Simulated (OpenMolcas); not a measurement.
# Computed transition rates of Nb+

```
Program             : OpenMolcas
Method              : CASSCF
Basis               : ANO-RCC-VQZP [8s7p5d3f2g1h]
Scalar Hamiltonian  : DKH3, point nucleus
Active space        : 4 electrons in 5 orbitals (4d)
State averaging     : 2S+1 = 5 even, 5 roots; 2S+1 = 3 even, 30 roots kept (CI in the orbitals of an earlier block); 2S+1 = 1 even, 13 roots kept (CI in the orbitals of an earlier block)
Spin-orbit coupling : state interaction with AMFI integrals over the reference wave functions, term energies averaged over their components
```

Rates come from the transition moments of the reference wave functions (E1 and E2 in the length form). At fixed line strength A goes as λ^-3 for E1 and M1 and as λ^-5 for E2, so a rate at the computed wavelength can be rescaled to the measured one. Measured vacuum wavelengths follow from level energies in NIST Handbook of Basic Atomic Spectroscopic Data. Branching counts decays inside the model space alone, at computed energies, and the table is only a selection of the M1 lines, drawn from those between levels with measured partners whose computed energy lies within a factor of 1.5 of the measured one.

```json
{"Upper": "4d4 5D1", "Lower": "4d4 5D0", "Type": "M1", "λ computed (nm)": "71840", "λ measured (nm)": "62900", "A computed (s-1)": "1.46e-04", "A rescaled (s-1)": "2.18e-04", "Branching %": "100.0"}
{"Upper": "4d4 5D2", "Lower": "4d4 5D1", "Type": "M1", "λ computed (nm)": "38070", "λ measured (nm)": "35790", "A computed (s-1)": "1.03e-03", "A rescaled (s-1)": "1.24e-03", "Branching %": "100.0"}
{"Upper": "4d4 5D3", "Lower": "4d4 5D2", "Type": "M1", "λ computed (nm)": "27760", "λ measured (nm)": "27550", "A computed (s-1)": "2.17e-03", "A rescaled (s-1)": "2.22e-03", "Branching %": "100.0"}
{"Upper": "4d4 5D4", "Lower": "4d4 5D3", "Type": "M1", "λ computed (nm)": "23330", "λ measured (nm)": "23610", "A computed (s-1)": "2.13e-03", "A rescaled (s-1)": "2.06e-03", "Branching %": "100.0"}
```

The largest correction is for 4d4 5D1 → 4d4 5D0 (M1): 1.46e-04 × (71840 / 62900)^3 = 2.18e-04 s-1, a factor of 1.49.

These are rates of the free ion; in crystals, glasses and complexes forced electric-dipole and non-radiative decay shorten such lifetimes by orders of magnitude. No measured rate stands beside these. Rescaling mends the energy factor alone: line strengths can still be far off where a level mixes with configurations outside the active space, and weak or spin-changing lines hang on small mixing coefficients that depend on the term gaps too, so rescaling need not improve them.

Configurations with an s electron lie low at this charge and mix in, so terms can be misplaced. Without dynamic correlation excited terms often stand tens of per cent too high (terms of higher spin than the ground term too low), and those without a measured partner can miss by more than the paired ones. Measured partners are found by configuration, term and J. A level has none where our copy of the source lacks it or the pairing is in doubt (some pairs that miss far off the trend of their configuration count as doubtful). Levels of configurations outside the active space are missing.
